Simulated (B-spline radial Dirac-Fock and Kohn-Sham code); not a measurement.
# Total and shell-resolved photoionisation of Se⁶⁺

System: the Se⁶⁺ ion in the configuration [Ar] 3d10.

Input of the calculation (task.json; shells as n, l, electrons):

```json
{"items": [{
  "Z": 34,
  "q": 6,
  "cfg": [[1, 0, 2], [2, 0, 2], [2, 1, 6], [3, 0, 2], [3, 1, 6], [3, 2, 10]],
  "A": 80,
  "rrms": 4.14,
  "do": ["binding", "quiet", "photo", "scan"],
  "hv": [60, 65.5, 172.0, 200, 217.0, 354.0, 1000, 1253.6, 2000, 8047.8, 9251.7, 15000, 27300.0, 45200.0, 86200.0, 104000.0]
}]}
```

Run with: `python xray_run.py task.json out`

These are calculated numbers from a radial atomic solver; the model is the independent-particle Dirac-Slater model, thresholds from Dirac-Fock.

Computed thresholds (eV): K 12761.0, L1 1761.4, L2 1578.4, L3 1537.4, M1 333.0, M2 269.6, M3 263.7, M4 154.1, M5 153.2.

| photon energy (eV) | total (b) | K (%) | L (%) | M (%) |
| --- | --- | --- | --- | --- |
| 172 | 6.365e+06 | – | – | 100.0 |
| 200 | 5.460e+06 | – | – | 100.0 |
| 217 | 4.894e+06 | – | – | 100.0 |
| 354 | 2.754e+06 | – | – | 100.0 |
| 1000 | 301100 | – | – | 100.0 |
| 1253.6 | 175800 | – | – | 100.0 |
| 2000 | 410200 | – | 86.6 | 13.4 |
| 8047.8 | 10150 | – | 86.7 | 13.3 |
| 9251.7 | 6876 | – | 86.7 | 13.3 |
| 15000 | 13480 | 87.0 | 11.2 | 1.7 |
| 27300 | 2650 | 88.2 | 10.2 | 1.6 |
| 45200 | 628.6 | 88.7 | 9.7 | 1.5 |
| 86200 | 93.33 | 89.0 | 9.5 | 1.5 |
| 104000 | 53.12 | 89.0 | 9.5 | 1.5 |

Q: With what power of the photon energy does the total fall between 86200 and 104000 eV?

A: As E^-3.00. The non-relativistic Born limit for an s electron far above threshold is E^-3.5; near threshold and at relativistic energies the fall is slower.
